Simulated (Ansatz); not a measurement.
C$_{8}$H$_{16}$HfN$_{2}$O, SMILES `C[O][Hf]1234([NH2])([N](C)C)[C@H]5[C@@H]1[C@@H]2[C@@H]3[C@H]54` from Hartree–Fock to CCSD(T)

```xyz
28

C    -1.374   -2.985   -0.804
O    -0.979   -1.772   -0.271
Hf    0.103   -0.302    0.364
N     0.405   -0.466    2.393
N    -1.240    1.246    0.259
C    -0.983    2.509    0.903
C    -2.413    1.296   -0.574
C     1.551   -0.106   -1.685
C     1.819    1.040   -0.902
C     2.479    0.618    0.270
C     2.629   -0.787    0.205
C     2.066   -1.231   -1.005
H    -2.354   -2.893   -1.287
H    -1.454   -3.750   -0.022
H    -0.659   -3.343   -1.557
H     1.258   -0.621    2.906
H    -0.370   -0.493    3.042
H    -1.838    2.827    1.520
H    -0.792    3.317    0.178
H    -0.116    2.440    1.566
H    -2.603    0.322   -1.031
H    -3.306    1.572    0.006
H    -2.317    2.037   -1.384
H     1.043   -0.118   -2.639
H     1.549    2.056   -1.151
H     2.802    1.254    1.081
H     3.087   -1.411    0.958
H     2.006   -2.256   -1.341
```

Charge 0, multiplicity 1. Correlated methods include outer-core shells of Hf, which these sets cover unevenly. Hf: def2 effective core potential. The structure was optimised at the PBE0-D4/def2-TZVP level. It is one conformer, not always the lowest. Frozen core, restricted reference, Ansatz.

```csv
basis,HF (Eh),MP2 corr.,CCSD corr.,(T),CCSD(T) total
def2-SVP,-543.25350,-1.88082,-1.96117,-0.07290,-545.28757
def2-TZVPP,-543.83213,-2.35558,-2.40249,-0.11233,-546.34695
def2-QZVPP,-543.85536,-2.53352,–,–,–
```
